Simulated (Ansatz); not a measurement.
Si(NMe2)Cl3 (C₂H₆Cl₃NSi): single points at one geometry.

```yaml
crystal:
  periodic: [false, false, false]
  atoms:
    - {symbol: C, position_ang: [1.079765, -0.562333, 0.900717]}
    - {symbol: C, position_ang: [-1.057940, 0.600017, 0.892011]}
    - {symbol: Cl, position_ang: [1.901416, -0.061229, -2.362316]}
    - {symbol: Cl, position_ang: [-1.003923, 1.612719, -2.365517]}
    - {symbol: Cl, position_ang: [-0.978387, -1.692928, -2.267407]}
    - {symbol: N, position_ang: [0.074375, 0.129290, 0.109823]}
    - {symbol: Si, position_ang: [-0.000787, -0.003664, -1.586825]}
    - {symbol: H, position_ang: [1.464208, 0.106530, 1.691888]}
    - {symbol: H, position_ang: [1.930400, -0.864346, 0.274395]}
    - {symbol: H, position_ang: [0.668557, -1.466474, 1.390304]}
    - {symbol: H, position_ang: [-1.769577, 1.148593, 0.259420]}
    - {symbol: H, position_ang: [-1.597099, -0.235011, 1.380136]}
    - {symbol: H, position_ang: [-0.710998, 1.288824, 1.683369]}
basis:
  gaussian: {orbitals: def2-TZVP, initial_orbitals: start.molden}
hamiltonian: {xc: r2scan, dispersion: d4}
scf: {omitted_lower_state_checks: [starts]}
output: {orbitals: {seedname: orbitals}}
```

The file start.molden holds the orbitals of an earlier run on this structure, at another level or in another basis.

```sh
$ ansatz run in.yaml --threads 4 --pin off --events-out ev --progress --plain --max-ram 4787MiB
```

It prints (some lines left out):

```
Functional definition: r2SCAN
1799 factors; their error is unknown
mean field evaluation 1: about -49110.0682 eV, gradient 1.2e1 eV
mean field evaluation 2: about -49110.1180 eV, gradient 8.7e-2 eV
mean field evaluation 4: about -49110.0802 eV, gradient 2.9e-4 eV
mean field -49110.08020678 eV, -1804.7621595913 hartree, gradient 2.3e-5 eV, S^2 0.000000; 0 other end points of the search recorded, 0 dependent functions left out
reference -49110.08021953 eV, -1804.7621600599 hartree; 45, 45 occupied and 232, 232 virtual orbitals, 1799 factors
Total energy: -49110.19992800 eV, -1804.7665592651 hartree
Checks for a lower state left out: starts
```

It took 8.5 s on 4 threads of Arm Neoverse V2 on a shared host.

First input, but with `gaussian: {orbitals: def2-SVP, initial_orbitals: start.molden}`, `hamiltonian: {xc: pbe0, dispersion: d4}` (abridged; 2.8 s):

```
Functional definition: PBE0
mean field -49075.50672485 eV, -1803.4916075649 hartree, gradient 3.1e-5 eV, S^2 0.000000
Total energy: -49075.91146836 eV, -1803.5064816145 hartree
Checks for a lower state left out: starts
```

First input, but with `hamiltonian: {xc: {name: LC-wPBE}}` (abridged; 5 s):

```
Functional definition: LC-wPBE
mean field -49100.38154560 eV, -1804.4057403670 hartree, gradient 2.0e-5 eV, S^2 0.000000
Total energy: -49100.38154561 eV, -1804.4057403673 hartree
Checks for a lower state left out: starts
```

The first input with `hamiltonian: {xc: hf}` (abridged; 5.5 s):

```
Functional definition: HF
mean field -49018.41911686 eV, -1801.3936766667 hartree, gradient 1.3e-5 eV, S^2 0.000000
Total energy: -49018.41911686 eV, -1801.3936766667 hartree
Checks for a lower state left out: starts
```

First input, but with `gaussian: {orbitals: def2-SVP, initial_orbitals: start.molden}`, `hamiltonian: {xc: pbe, dispersion: d4}` (abridged; 1.9 s):

```
Functional definition: PBE
mean field -49070.95707122 eV, -1803.3244108780 hartree, gradient 2.6e-5 eV, S^2 0.000000
Total energy: -49071.42643269 eV, -1803.3416595939 hartree
Checks for a lower state left out: starts
```

As the first input, with `gaussian: {orbitals: def2-SVP, initial_orbitals: start.molden}`, `correlation: {method: ccsd_t}` and without the key `hamiltonian` (abridged; 25 s):

```
Functional definition: HF
mean field -48998.62390533 eV, -1800.6662160608 hartree, gradient 1.3e-6 eV, S^2 0.000000
23 core orbitals not correlated: weight in the atoms' cores, before any rotation towards them, 1.000 or more for the frozen orbitals, at most 0.000 for the correlated occupied ones
second order -25.64638988 eV of doubles, -0.00000000 eV of singles
cycle   1  -26.93200244 eV  change    -1.3e0 eV  update   1.0e-1
cycle   2  -27.51949633 eV  change   -5.9e-1 eV  update   2.8e-2
cycle   3  -27.62705009 eV  change   -1.1e-1 eV  update   1.2e-2
cycle   4  -27.62471327 eV  change    2.3e-3 eV  update   2.8e-3
cycle   5  -27.62478991 eV  change   -7.7e-5 eV  update   1.0e-3
cycle   6  -27.62463254 eV  change    1.6e-4 eV  update   3.3e-4
cycle   7  -27.62453488 eV  change    9.8e-5 eV  update   1.2e-4
cycle   8  -27.62456524 eV  change   -3.0e-5 eV  update   3.6e-5
perturbative correction -0.73139859 eV, -0.0268784023 hartree
Total energy: -49026.97986916 eV, -1801.7082785110 hartree
Checks for a lower state left out: starts
```

First input, but with `hamiltonian: {xc: pbe0, dispersion: d4}` (abridged; 8.5 s):

```
Functional definition: PBE0
mean field -49095.33778581 eV, -1804.2203856132 hartree, gradient 1.8e-5 eV, S^2 0.000000
Total energy: -49095.74253856 eV, -1804.2352600027 hartree
Checks for a lower state left out: starts
```

Geometry: r2SCAN-D4/def2-SVP.

LC-ωPBE has ω = 0.4 bohr⁻¹. Correlated methods freeze 23 core orbitals. Another isomer (singlet) lies 0.37 eV lower at PBE0-D4/def2-TZVP; other spin states weren't run for this one.
